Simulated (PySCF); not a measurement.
## Tin: a sound run and one with changed settings

Sound run: Sn²⁺ [Kr] 4d10 5s2, Sn³⁺ [Kr] 4d10 5s1. Calculation: PySCF 2.14, in aug-cc-pVDZ-PP with ECP28MDF; a scalar-relativistic core potential. In the sound run the correlated levels freeze 4s2 4p6 4d10 outside the core potential. The sound run starts from symmetry-adapted Hartree-Fock orbitals and uses a fine grid where one is needed.

Changed run: initial guess minao, at most 50 SCF cycles.

| species | method | sound run (hartree) | changed run (hartree) | converged |
| --- | --- | --- | --- | --- |
| Sn²⁺ | UHF | -212.57923 | -212.57923 | yes |
| Sn²⁺ | BP86 | -213.56533 | -213.56533 | yes |
| Sn²⁺ | CCSD(T) | -212.61191 | -212.61191 | yes |
| Sn³⁺ | r2SCAN | -212.40475 | -212.40475 | yes |

Here the plain start reaches the same solutions.
